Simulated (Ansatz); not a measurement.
Total energies of the cluster Au2O2⁻ (the lowest doublet isomer of a short search) from Ansatz at PBE-D4/def2-TZVPD, gas phase (1 Eh = 27.2114 eV = 2625.5 kJ/mol). The reference geometry is relaxed at PBE-D4/def2-TZVPD.

```xyz
4

Au    1.5116   -2.7164    0.5378
Au    0.1241   -0.5793    0.1868
O    -1.0777    1.1259   -0.0605
O    -0.5579    2.1698   -0.6640
```

```csv
state,geometry,energy (Eh)
charge -1 doublet,reference,-421.94736
charge 0 triplet,reference,-421.83966
charge -1 quartet,relaxed at PBE-D4/def2-TZVPD,-421.90353
```

In the def2 sets Au takes a core potential; there is no spin–orbit coupling. The structure holds one bond between oxygen atoms, so isomers without such links may lie far lower.

Question: Work out the vertical ionisation energy to the triplet.

Answer: E(charge 0 triplet) − E(charge -1 doublet) = -421.83966 − (-421.94736) = 0.10770 Eh = 2.93 eV. For comparison, −ε of the highest occupied level of the spin that leaves is 0.21 eV at this level, 2.72 eV less.

Question: Which of the charge -1 states is lowest, and how far above it are the others?

Answer: The doublet. quartet: -421.90353 − (-421.94736) = 0.04383 Eh = 115.1 kJ/mol. The quartet differs in its bonds from the reference.

At PBE-D4/def2-TZVPD the highest occupied level of the charge -1 quartet lies above zero (up to 0.19 eV). The electron is either unbound and held by the finite basis, or the level is raised by self-interaction error.

The structure comes from a short search, and lower isomers may exist.
